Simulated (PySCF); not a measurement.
TiO: energy against distance

Set-up: Ti def2-TZVPPD, O def2-TZVPPD; no relativity (PySCF 2.14). Energies in eV from Ti (3d2 4s2) + O in their ground configurations at the same level. State: ³Δ (triplet), unpaired electrons σ ↑, δ ↑.

Curves on a restricted Hartree–Fock reference rise too fast on stretching and do not dissociate correctly.

| R (Å) | ROHF-CCSD |
| --- | --- |
| 1.441 | -5.140 |
| 1.505 | -5.739 |
| 1.553 | -5.966 |
| 1.601 | -6.042 |
| 1.649 | -5.996 |
| 1.713 | -5.788 |
| 1.793 | -5.361 |
| 1.889 | -4.700 |

Put a parabola through the three lowest points of the ROHF-CCSD curve and estimate Re, k and ωe (reduced mass 11.99 u; 1 eV/Å² = 0.16022 mdyn/Å; ωe = 1302.8·√(k/μ) cm⁻¹).

Through R = 1.553, 1.601, 1.649 Å the second-order coefficient is 26.5 eV/Å², so Re ≈ 1.607 Å, k ≈ 8.48 mdyn/Å and ωe ≈ 1096 cm⁻¹. A polynomial fit of higher order to the unrounded ROHF-CCSD energies gives Re = 1.605 Å, k = 8.27 mdyn/Å, ωe = 1082 cm⁻¹; anharmonicity and rounding make the difference.

The higher-order fit for each curve: ROHF-CCSD: Re = 1.605 Å, ωe = 1082 cm⁻¹, De = 6.04 eV.

Correlated steps freeze 6 core orbitals. The CCSD T1 diagnostic is raised, a sign that a single reference may not be enough here. The state is the lowest single determinant that the PBE0 search found; with open d or f shells the true ground state can be another one.
